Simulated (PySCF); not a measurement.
Si(H)3(OMe) (CH6OSi), SMILES [SiH3]OC.

The structure is a stationary point at B3LYP-D3(BJ)/def2-TZVP.

Calculation: TDA-LC-ωPBE/def2-SVPD (PySCF).

Vertical excitations. Isolated molecule, no solvent. State labels are in the subgroup Cs.

Computed excitation energies, oscillator strengths and character:
```csv
state,symmetry,energy (eV),λ (nm),f,main pairs
S1,A",7.55,164,0.001,"HOMO→LUMO 52 %, HOMO→LUMO+1 34 %"
S2,A',8.30,149,0.012,"HOMO−1→LUMO 47 %, HOMO−1→LUMO+1 34 %, HOMO−1→LUMO+2 8 %"
S3,A",8.73,142,0.040,"HOMO→LUMO 36 %, HOMO→LUMO+1 30 %, HOMO→LUMO+2 13 %, HOMO→LUMO+3 7 %"
S4,A",8.80,141,0.048,"HOMO→LUMO+3 57 %, HOMO→LUMO+2 12 %, HOMO→LUMO+1 10 %"
S5,A',9.26,134,0.013,"HOMO−2→LUMO+1 28 %, HOMO−1→LUMO 25 %, HOMO−2→LUMO 22 %, HOMO−1→LUMO+1 8 %"
S6,A",9.33,133,0.054,"HOMO−3→LUMO 43 %, HOMO→LUMO+2 10 %, HOMO−3→LUMO+1 10 %, HOMO→LUMO+1 10 %"
S7,A',9.48,131,0.016,"HOMO→LUMO+4 57 %, HOMO−1→LUMO+1 14 %, HOMO−1→LUMO 10 %"
S8,A",9.48,131,0.003,"HOMO→LUMO+2 41 %, HOMO−3→LUMO+1 14 %, HOMO→LUMO+3 12 %, HOMO−3→LUMO+2 8 %"
S9,A',9.73,127,0.253,"HOMO→LUMO+4 27 %, HOMO−2→LUMO 25 %, HOMO−1→LUMO+1 19 %, HOMO−2→LUMO+2 7 %"
S10,A',9.85,126,0.018,"HOMO−1→LUMO+2 51 %, HOMO−1→LUMO+3 18 %, HOMO−2→LUMO+1 14 %"
T1,A",7.08,175,0,"HOMO→LUMO 42 %, HOMO→LUMO+1 36 %, HOMO→LUMO+2 9 %"
T2,A',7.73,160,0,"HOMO−1→LUMO 36 %, HOMO−1→LUMO+1 33 %, HOMO−1→LUMO+2 9 %"
T3,A",8.24,150,0,"HOMO→LUMO+3 39 %, HOMO→LUMO+1 12 %, HOMO→LUMO+2 11 %, HOMO→LUMO 9 %"
T4,A",8.40,148,0,"HOMO→LUMO 32 %, HOMO→LUMO+1 20 %, HOMO→LUMO+3 16 %, HOMO→LUMO+2 11 %"
```
Triplets are in the Tamm–Dancoff approximation.
